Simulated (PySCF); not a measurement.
C₃H₆BrFSi.
SMILES with atom numbers: `[F:1][Si@@H:2]([Br:3])[CH:4]1[CH2:5][CH2:6]1` (hydrogens: H7 on Si2; H8 on C4; H9, H10 on C5; H11, H12 on C6)

Computed by this run: PySCF, PBE0-D3(BJ)/def2-SVP geometry optimisation, gas phase; density fitting, grid level 1; the optimiser is geomeTRIC in internal coordinates, started from a GFN2-xTB structure with every atom displaced at random (about 0.01 Å).

Step 0: E = -83818.9996 eV
```
atom  x, y, z in Å  |  force x, y, z in eV/Å
F1      2.0413   -1.9852   -0.4806   -0.204  -0.016   0.025
Si2     1.4234   -0.7483    0.3781    0.375  -0.142  -1.120
Br3     3.0120    0.7663    0.3899    0.307   0.433   0.083
C4     -0.0536   -0.0805   -0.4958   -1.073   0.164   0.626
C5     -1.4401   -0.1744    0.1590    1.434   0.513   0.913
C6     -0.7752    1.1586    0.0138    0.319  -1.188   0.450
H7      1.2770   -1.2370    1.7291   -0.351  -0.150   0.766
H8     -0.0746   -0.2085   -1.5741    0.226  -0.067  -0.339
H9     -2.2914   -0.3888   -0.4335   -0.923  -0.318  -0.929
H10    -1.5065   -0.6030    1.1678    0.069   0.043  -0.087
H11    -0.3816    1.6336    0.9054    0.120   0.178   0.319
H12    -1.1556    1.8492   -0.7066   -0.299   0.551  -0.709
```

Step 1: E = -83819.1060 eV
```
atom  x, y, z in Å  |  force x, y, z in eV/Å
F1      1.9188   -2.0640   -0.4377    0.137  -0.018   0.009
Si2     1.4568   -0.7160    0.3316   -0.306   0.073   0.160
Br3     3.1381    0.7319    0.3119   -0.068  -0.060  -0.064
C4     -0.0480   -0.0508   -0.4947   -0.080  -0.004  -0.111
C5     -1.4071   -0.2110    0.1605   -0.148   0.065  -0.254
C6     -0.7916    1.1408    0.0666    0.173   0.051  -0.167
H7      1.1511   -1.0452    1.7466    0.131  -0.048   0.053
H8     -0.0339   -0.1505   -1.5877   -0.014   0.104   0.034
H9     -2.2646   -0.4339   -0.4909    0.214  -0.019   0.104
H10    -1.4621   -0.6894    1.1405    0.018  -0.033   0.094
H11    -0.4081    1.6143    0.9763    0.002  -0.034   0.016
H12    -1.1746    1.8558   -0.6708   -0.059  -0.077   0.126
```

Task: Estimate the geometry and energy of step 2. (The exact step hangs on the optimiser's Hessian estimate; all steps are aligned on step 1, rigid shifts and turns removed.)

Result: E = -83819.1208 eV, largest force 0.109 eV/Å
```
atom  x, y, z in Å  |  force x, y, z in eV/Å
F1      1.9363   -2.0659   -0.4069    0.032  -0.031   0.011
Si2     1.4372   -0.7186    0.3427   -0.102  -0.009   0.035
Br3     3.1006    0.7411    0.2790    0.025   0.036  -0.021
C4     -0.0574   -0.0588   -0.5064    0.025  -0.051  -0.021
C5     -1.4137   -0.2068    0.1467   -0.054  -0.001   0.031
C6     -0.7772    1.1368    0.0687    0.046   0.026  -0.065
H7      1.1766   -1.0408    1.7703    0.013  -0.005  -0.018
H8     -0.0415   -0.1427   -1.5994    0.031   0.060   0.013
H9     -2.2648   -0.4221   -0.5055    0.027  -0.004   0.004
H10    -1.4705   -0.6939    1.1256    0.000  -0.006  -0.008
H11    -0.3850    1.5890    0.9855   -0.010  -0.016   0.011
H12    -1.1656    1.8648   -0.6481   -0.033   0.001   0.027
```

The energy changes by -0.0148 eV. The first-order estimate −F·Δx gives -0.0275 eV and the mean of the old and new forces, exact on a quadratic surface, -0.0162 eV. The step makes an angle of 65° with the force vector and moves no atom by more than 0.051 Å.

What follows is the cost of the whole optimisation. Time: 2.1 min of wall time; peak memory 0.52 GiB. Hardware: one thread, Arm Neoverse V1 (aarch64), on a shared host.
